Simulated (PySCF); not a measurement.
propene (C3H6), singlet, geometry from GFN2-xTB; PBE/6-31G run with PySCF.

PySCF was given this input:
```python
from pyscf import gto, scf, dft

mol = gto.Mole()
mol.atom = '''
    C     1.279892    0.123522    0.009191
    C     0.008252    0.474861    0.009243
    H     1.580863   -0.911474   -0.009262
    H     2.074598    0.849719    0.027481
    H    -0.266597    1.522093    0.028072
    C    -1.135740   -0.482434   -0.015379
    H    -0.783764   -1.510907   -0.033434
    H    -1.764433   -0.339590    0.863349
    H    -1.755096   -0.305534   -0.894541
'''
mol.basis = '6-31g'
mol.charge = 0
mol.spin = 0
mol.verbose = 4
mol.build()

mf = dft.RKS(mol)
mf.xc = 'pbe'
mf.kernel()
mf.analyze()
```

Problem. What does PySCF print? Leave out banner, timings and long lists.

Solution. 
```
PySCF version 2.14.0

[INPUT] verbose = 4
[INPUT] num. atoms = 9
[INPUT] num. electrons = 24
[INPUT] charge = 0
[INPUT] spin (= nelec alpha-beta = 2S) = 0
[INPUT] symmetry False subgroup None
[INPUT] Mole.unit = angstrom
[INPUT] Symbol           X                Y                Z      unit          X                Y                Z       unit  Magmom
[INPUT]  1 C      1.279892000000   0.123522000000   0.009191000000 AA    2.418645349022   0.233422750359   0.017368472811 Bohr   0.0
[INPUT]  2 C      0.008252000000   0.474861000000   0.009243000000 AA    0.015594019980   0.897357237237   0.017466738569 Bohr   0.0
[INPUT]  3 H      1.580863000000  -0.911474000000  -0.009262000000 AA    2.987398110458  -1.722436229662  -0.017502643366 Bohr   0.0
[INPUT]  4 H      2.074598000000   0.849719000000   0.027481000000 AA    3.920422038570   1.605736192839   0.051931563629 Bohr   0.0
[INPUT]  5 H     -0.266597000000   1.522093000000   0.028072000000 AA   -0.503795315631   2.876338906118   0.053048391769 Bohr   0.0
[INPUT]  6 C     -1.135740000000  -0.482434000000  -0.015379000000 AA   -2.146237548714  -0.911668133178  -0.029062098070 Bohr   0.0
[INPUT]  7 H     -0.783764000000  -1.510907000000  -0.033434000000 AA   -1.481099306294  -2.855200429688  -0.063181103249 Bohr   0.0
[INPUT]  8 H     -1.764433000000  -0.339590000000   0.863349000000 AA   -3.334295135145  -0.641732094641   1.631493159917 Bohr   0.0
[INPUT]  9 H     -1.755096000000  -0.305534000000  -0.894541000000 AA   -3.316650762320  -0.577375581743  -1.690437497195 Bohr   0.0

nuclear repulsion = 71.2485601598988
number of shells = 27
number of NR pGTOs = 90
number of NR cGTOs = 39
basis = 6-31g
ecp = {}

******** <class 'pyscf.dft.rks.RKS'> ********
method = RKS
initial guess = minao
damping factor = 0
level_shift factor = 0
DIIS = <class 'pyscf.scf.diis.CDIIS'>
diis_start_cycle = 1
diis_space = 8
diis_damp = 0
SCF conv_tol = 1e-09
SCF conv_tol_grad = None
SCF max_cycles = 50
direct_scf = True
direct_scf_tol = 1e-13
XC library pyscf.dft.libxc version 7.1.2
    S. Lehtola, C. Steigemann, M. J. T. Oliveira, and M. A. L. Marques,  SoftwareX 7, 1–5 (2018)
XC functionals = pbe
    J. P. Perdew, K. Burke, and M. Ernzerhof,  Phys. Rev. Lett. 77, 3865 (1996)
    J. P. Perdew, K. Burke, and M. Ernzerhof,  Phys. Rev. Lett. 78, 1396 (1997)
    J. P. Perdew, K. Burke, and M. Ernzerhof,  Phys. Rev. Lett. 77, 3865 (1996)
    J. P. Perdew, K. Burke, and M. Ernzerhof,  Phys. Rev. Lett. 78, 1396 (1997)
radial grids:
    Treutler-Ahlrichs [JCP 102, 346 (1995); DOI:10.1063/1.469408] (M4) radial grids

becke partition: Becke, JCP 88, 2547 (1988); DOI:10.1063/1.454033
pruning grids: <function nwchem_prune>
grids dens level: 3
symmetrized grids: False
atomic radii adjust function: <function treutler_atomic_radii_adjust>
small_rho_cutoff = 0
Set gradient conv threshold to 3.16228e-05
Initial guess from minao.
tot grids = 101208
init E= -117.75286231183
  HOMO = -0.311168133059439  LUMO = -0.0849311421723633  gap/eV = 6.15622
cycle= 1 E= -117.646282840605  delta_E= 0.107  |g|= 0.45  |ddm|= 2.54
  HOMO = -0.13342579674345  LUMO = 0.0784876760093358  gap/eV = 5.76646
cycle= 2 E= -117.600281971475  delta_E= 0.046  |g|= 0.602  |ddm|= 1.21
  HOMO = -0.217418083879416  LUMO = 0.00206845839500147  gap/eV = 5.97253
cycle= 3 E= -117.705692005374  delta_E= -0.105  |g|= 0.0321  |ddm|= 0.719
  HOMO = -0.218616070132129  LUMO = 0.000421233375207608  gap/eV = 5.96031
cycle= 4 E= -117.70568221722  delta_E= 9.79e-06  |g|= 0.0333  |ddm|= 0.0599
  HOMO = -0.21833892489037  LUMO = 0.000915631220206325  gap/eV = 5.96622
cycle= 5 E= -117.70599449327  delta_E= -0.000312  |g|= 0.00491  |ddm|= 0.0331
  HOMO = -0.217917113398803  LUMO = 0.00131443557409283  gap/eV = 5.96559
cycle= 6 E= -117.706000603048  delta_E= -6.11e-06  |g|= 0.00112  |ddm|= 0.0056
  HOMO = -0.218025361865101  LUMO = 0.00120481666560868  gap/eV = 5.96556
cycle= 7 E= -117.706000966665  delta_E= -3.64e-07  |g|= 0.000138  |ddm|= 0.00173
  HOMO = -0.218028117807677  LUMO = 0.00120219006739775  gap/eV = 5.96556
cycle= 8 E= -117.706000973947  delta_E= -7.28e-09  |g|= 2.05e-05  |ddm|= 0.000296
  HOMO = -0.218030683920976  LUMO = 0.00120010577862928  gap/eV = 5.96557
cycle= 9 E= -117.706000974098  delta_E= -1.5e-10  |g|= 1.99e-06  |ddm|= 3.51e-05
  HOMO = -0.218031384115515  LUMO = 0.00119938701730615  gap/eV = 5.96557
Extra cycle  E= -117.706000974097  delta_E= 4.55e-13  |g|= 1.91e-06  |ddm|= 6.58e-06
converged SCF energy = -117.706000974097
**** SCF Summaries ****
Total Energy =                        -117.706000974097066
Nuclear Repulsion Energy =              71.248560159898830
One-electron Energy =                 -297.898223324692538
Two-electron Energy =                  108.943662190696642
Two-electron Coulomb Energy =          127.284019051249146
DFT Exchange-Correlation Energy =      -18.340356860552500
HOMO-LUMO gap [eV] =                     5.965573140757458
**** MO energy ****
MO #1   energy= -9.88797015219789  occ= 2
MO #2   energy= -9.8782242175279   occ= 2
MO #3   energy= -9.87069877835948  occ= 2
MO #4   energy= -0.712252441134754 occ= 2
MO #5   energy= -0.616204482226563 occ= 2
MO #6   energy= -0.493582151983189 occ= 2
MO #7   energy= -0.414948625817532 occ= 2
MO #8   energy= -0.370530836534742 occ= 2
MO #9   energy= -0.365642666753261 occ= 2
MO #10  energy= -0.321917504604768 occ= 2
MO #11  energy= -0.29556959472017  occ= 2
MO #12  energy= -0.218031384115515 occ= 2
MO #13  energy= 0.00119938701730615 occ= 0
MO #14  energy= 0.0931150131391489 occ= 0
MO #15  energy= 0.112521115447745  occ= 0
MO #16  energy= 0.130640923080949  occ= 0
MO #17  energy= 0.150856588016901  occ= 0
MO #18  energy= 0.157886624268006  occ= 0
MO #19  energy= 0.169575803347602  occ= 0
MO #20  energy= 0.260508297548832  occ= 0
 ** Mulliken pop on meta-lowdin orthogonal AOs  **
 ** Mulliken pop  **
pop of  0 C 1s            1.99985
pop of  0 C 2s            1.00757
pop of  0 C 3s            0.00505
pop of  0 C 2px           1.08331
pop of  0 C 2py           1.11017
pop of  0 C 2pz           1.04400
pop of  0 C 3px           0.00972
pop of  0 C 3py           0.00611
pop of  0 C 3pz           0.00121
pop of  1 C 1s            1.99985
pop of  1 C 2s            0.97700
pop of  1 C 3s            0.00528
pop of  1 C 2px           1.04201
pop of  1 C 2py           1.06987
pop of  1 C 2pz           0.97731
pop of  1 C 3px           0.00915
pop of  1 C 3py           0.00581
pop of  1 C 3pz           0.00132
pop of  2 H 1s            0.88126
pop of  2 H 2s            0.00811
pop of  3 H 1s            0.87619
pop of  3 H 2s            0.00835
pop of  4 H 1s            0.88342
pop of  4 H 2s            0.00834
pop of  5 C 1s            1.99984
pop of  5 C 2s            1.01154
pop of  5 C 3s            0.00232
pop of  5 C 2px           1.08826
pop of  5 C 2py           1.09739
pop of  5 C 2pz           1.12525
pop of  5 C 3px           0.00416
pop of  5 C 3py           0.00413
pop of  5 C 3pz           0.00340
pop of  6 H 1s            0.87762
pop of  6 H 2s            0.00752
pop of  7 H 1s            0.87161
pop of  7 H 2s            0.00754
pop of  8 H 1s            0.87161
pop of  8 H 2s            0.00754
 ** Mulliken atomic charges  **
charge of    0C =     -0.26699
charge of    1C =     -0.08759
charge of    2H =      0.11063
charge of    3H =      0.11545
charge of    4H =      0.10823
charge of    5C =     -0.33628
charge of    6H =      0.11486
charge of    7H =      0.12085
charge of    8H =      0.12085
Dipole moment(X, Y, Z, Debye): -0.40667, -0.00817, -0.00232
```
